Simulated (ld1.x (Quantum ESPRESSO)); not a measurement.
## Plane-wave convergence, TM potential for Rb

```json
{"Element": "rubidium", "Generator": "ld1.x (Quantum ESPRESSO) 7.5", "Type": "norm-conserving Troullier–Martins (Kleinman–Bylander form)", "Functional": "PBE", "Relativity": "scalar-relativistic", "Frozen core": "[Ar] 3d10", "Valence charge": "9", "Reference configuration": "4s2 4p6 5s1 5p0", "Partial waves": "4s (bound): rc 1.95 bohr; 4d channel at 0.1 Ry: rc 1.95 bohr; 4p (bound): rc 1.55 bohr", "Local potential": "the p channel", "Core correction": "none"}
```

Occupied shells without a wave of their own: 5s. They enter only through the test configuration that unscreens the potential.

The pseudo-atom Hamiltonian at the reference potential is diagonalised in spherical Bessel functions j_l(qr) that vanish at 20 bohr, with q² up to the cutoff. All-electron valence levels (Ry): 4s -2.3441, 5s -0.1640, 4p -1.1733, 5p -0.0550.

Question: How do the lowest levels (Ry) of each channel move with the cutoff, and are there ghosts?

Answer:

```tsv
cutoff (Ry)	s #1	s #2	d #1	d #2	p #1	p #2	p #3	f #1	f #2	Σ f·Δε (mRy)
8	-2.2490	-0.1617	-0.0002	0.0713	-1.1142	-0.0520	0.0558	0.0811	0.1984	549.3
12	-2.2999	-0.1637	-0.0011	0.0700	-1.1470	-0.0537	0.0545	0.0811	0.1984	248.9
15	-2.3214	-0.1649	-0.0022	0.0689	-1.1477	-0.0538	0.0544	0.0811	0.1984	200.7
21	-2.3393	-0.1660	-12.1514	0.0040	-1.1557	-0.0540	0.0543	0.0811	0.1984	115.8
30	-2.3401	-0.1660	-41.7609	0.0035	-1.1696	-0.0545	0.0539	0.0811	0.1984	30.7
40	-2.3433	-0.1662	-68.6646	0.0035	-1.1726	-0.0546	0.0538	0.0811	0.1984	6.3
45	-2.3438	-0.1662	-72.3821	0.0035	-1.1727	-0.0546	0.0538	0.0811	0.1984	4.7
55	-2.3440	-0.1662	-74.7206	0.0035	-1.1728	-0.0546	0.0538	0.0811	0.1984	3.7
70	-2.3441	-0.1662	-75.0074	0.0035	-1.1732	-0.0547	0.0538	0.0811	0.1984	1.1
80	-2.3441	-0.1662	-75.4291	0.0035	-1.1733	-0.0547	0.0538	0.0811	0.1984	0.3
100	-2.3441	-0.1662	-75.9722	0.0035	-1.1733	-0.0547	0.0538	0.0811	0.1984	0.2
400	-2.3441	-0.1662	-76.0342	0.0035	-1.1733	-0.0547	0.0538	0.0811	0.1984	0.0
```

Result: ghost state, extra bound levels that the all-electron valence spectrum of the same l lacks: d at -1034.5 eV (a true bound ghost makes a file unfit for plane-wave use); 10 mRy is reached at 40 Ry and 1 mRy at 80 Ry.
